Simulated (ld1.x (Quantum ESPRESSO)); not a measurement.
**germanium (Ge): one change to a TM potential, before and after**

```
Element                 : Ge (Z = 32)
Generator               : ld1.x (Quantum ESPRESSO) 7.5
Type                    : norm-conserving Troullier–Martins (Kleinman–Bylander form)
Functional              : revPBE
Relativity              : scalar-relativistic
Frozen core             : [Ne] 3s2
Valence charge          : 20
Reference configuration : 3p6 3d10 4s2 4p2
Partial waves           : 4s (bound): rc 1.90 bohr; 3d (bound): rc 0.80 bohr; 3p (bound): rc 0.80 bohr
Local potential         : the p channel
Core correction         : none
```

Occupied shells without a wave of their own: 4p. They enter only through the test configuration that unscreens the potential.

Change: core correction a·sin(br)/r model core inside 0.44 bohr (4p counted twice).

Cutoffs: the cutoffs (Ry, on a coarse ladder) from which the occupation-weighted sum of valence levels, in a spherical-Bessel basis at the reference potential, stays within 10 and 1 mRy of its value at 400 Ry; they do not see the model core or the augmentation charge, which bear on the density cutoff. Errors are all-electron minus pseudo energies relative to the spin-unpolarised reference configuration.

Q: Predict the effect on cutoff, ghosts and configuration errors.

A: Both files keep a bound ghost (s); of the 7 tests that both files solve, the error grows in 5 and shrinks in 2 by more than 15 % and 0.3 meV (median size 60.6 → 158.1 meV). In the changed file ld1.x takes every shell without a wave as core, so the model core holds the 4p electrons as well and exchange and correlation see them twice. This cancels in the reference configuration, but the file is broken for other ones, and its errors say nothing about a proper core correction. A model core, the more so a compact one, raises the density cutoff, which this test does not measure.

| quantity | base | changed |
| --- | --- | --- |
| cutoff, loose | over 300 Ry | over 300 Ry |
| cutoff, tight | over 300 Ry | over 300 Ry |
| bound ghosts | s | s |
| error for 3p6 3d10 4s2 4p1, meV [ΔE 7.39 eV] | -55 | -158 |
| error for 3p6 3d10 4s2 4p0, meV [ΔE 22.74 eV] | -143 | -617 |
| error for 3p6 3d10 4s1 4p0, meV [ΔE 57.36 eV] | -193 | -1222 |
| error for 3p6 3d10 4s0 4p0, meV [ΔE 103.46 eV] | -272 | -2005 |
| error for 3p6 3d10 4s2 4p1.5, meV [ΔE 2.78 eV] | -23 | -47 |
| error for 3p6 3d10 4s2 4p2.3, meV [ΔE -0.87 eV] | +9.8 | +2.6 |
| error for 3p6 3d10 4s0 4p4, meV [ΔE 16.13 eV] | +61 | +19 |
| s: phases at 2.04 bohr within 0.05 rad from the reference energy up to (Ry; the scan ends near 5) | 4.3 | 4.3 |
| p: phases at 2.04 bohr within 0.05 rad from the reference energy up to (Ry; the scan ends near 5) | n/a | n/a |
| d: phases at 2.04 bohr within 0.05 rad from the reference energy up to (Ry; the scan ends near 5) | to the end of the scan | to the end of the scan |

Base: The 4p level has no wave, so the channel is fitted at the deeper level alone: the likely source of the large errors. A true bound ghost makes a file unfit for plane-wave use even where its test errors are small: the radial tests pick states by their node count and pass the ghost by.
